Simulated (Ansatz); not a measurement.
Reaction (redistribution): `[SiH3]NBS` + `C[O][SnH2][SeH]` → `[SiH3]NB[SeH]` + `C[O][SnH2][SH]`

Calculated with Ansatz (gas phase, PBE0-D4/def2-TZVP geometries, no zero-point term in ΔE). CCSD(T)/CBS adds triple-zeta CCSD(T) − MP2 to the extrapolated MP2 energy (def2 sets, frozen cores). Functionals use def2-TZVPP. Elements past krypton have def2 core potentials. For Se, Sn outer-core shells are correlated without core-valence functions, which leaves a few kJ/mol of doubt a bond. Scalar relativity is left out up to krypton. One conformer a species, not always the lowest.

(1) Is it downhill or uphill in electronic energy at CCSD(T)/CBS, and by how much? (Best estimate.)

(2) What do these levels give: r2SCAN-D4, PBE0-D4, B2PLYP, PBE, CCSD/def2-TZVPP, CCSD(T)/def2-TZVPP? (Best estimate.)

Largest T1 diagnostic among the species: 0.013.

Results:

(1) Ansatz gave: Uphill: ΔE = +6.8 kcal/mol.

(2) The calculation gave: r2SCAN-D4 7.4, PBE0-D4 7.4, B2PLYP 6.9, PBE 7.2, CCSD/def2-TZVPP 6.2, CCSD(T)/def2-TZVPP 6.1 kcal/mol.

In def2-TZVPP, CCSD(T) changes the Hartree–Fock value by −1.0 kcal/mol (the triples alone add −0.0 kcal/mol) and MP2 by −0.8 kcal/mol.
